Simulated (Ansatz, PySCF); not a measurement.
propane (C3H8), singlet, at a GFN2-xTB geometry, with bond 8-2 at 1.4 times its length. Base run: CASSCF(4,4)/6-31G run with PySCF.

Input for PySCF:
```python
from pyscf import gto, scf, mcscf
import numpy

mol = gto.Mole()
mol.atom = '''
    C     0.00019816   -0.00959544    0.59262286
    C     0.00203840    1.26473711   -0.24264066
    C    -0.00221431   -1.25621880   -0.28345724
    H    -0.88125307   -0.01855469    1.23781232
    H     0.88208063   -0.02151901    1.23717471
    H     0.00374846    2.14435597    0.39712642
    H    -0.00350616   -2.15608872    0.32749829
    H     1.23633517    1.31579816   -1.13375841
    H    -0.87993462    1.30417409   -0.87851563
    H    -0.88428061   -1.27207466   -0.92022745
    H     0.87933296   -1.27503946   -0.92086516
'''
mol.basis = '6-31g'
mol.verbose = 4
mol.build()

mf = scf.RHF(mol)
mf.kernel()
mc = mcscf.CASSCF(mf, 4, 4)
mc.fix_spin_(ss=0.0)
mc.kernel()
occ = numpy.linalg.eigvalsh(mc.fcisolver.make_rdm1(mc.ci, mc.ncas, mc.nelecas))[::-1]
ss = mc.fcisolver.spin_square(mc.ci, mc.ncas, mc.nelecas)[0]
print('natural occupations', occ.round(4), ' <S^2>', round(ss, 4))
```

Programs used: Ansatz (a program for electronic structure), PySCF; a row that names a program was run with it.

The base run was repeated with changes; each row names its change, and settings that it needs were set with it.

```
change                                                ΔE vs base (mEh)       natural occupations  <S^2> of the state        outcome
----------------------------------------------------  ----------------  ------------------------  ------------------  -------------
base                                                             0.000       1.98 1.93 0.07 0.02                0.00      converged
code = ansatz; correction = SC-NEVPT2, all electrons            -252.2                         -                   -      converged
conv_tol = 1e-5                                                  0.000       1.98 1.93 0.07 0.02                0.00      converged
code = ansatz                                                   -2.495                         -                   -      converged
active space = 4 electrons, 5 orbitals                          -3.223  1.98 1.93 0.07 0.02 0.00                0.00      converged
active space = 2 electrons, 4 orbitals                          14.409       1.93 0.06 0.00 0.00                0.00      converged
orbitals = fixed (CASCI)                                        36.133       2.00 1.97 0.03 0.00                0.00      converged
active space = 8 electrons, 8 orbitals                               -                         -                   -  not converged
start = MP2 natural orbitals                                    -1.652       1.98 1.93 0.07 0.02                0.00      converged
active space = 6 electrons, 4 orbitals                          15.872       2.00 2.00 1.93 0.07                0.00      converged
correction = SC-NEVPT2                                          -252.2       1.98 1.93 0.07 0.02                0.00      converged
```

Active orbitals are taken around the Fermi level unless the row says otherwise; CASSCF can end in different local minima, and two programs can end on different orbitals. State-averaged rows give the lowest state.

Ansatz warned in this series: other orbitals give a lower active-space energy.
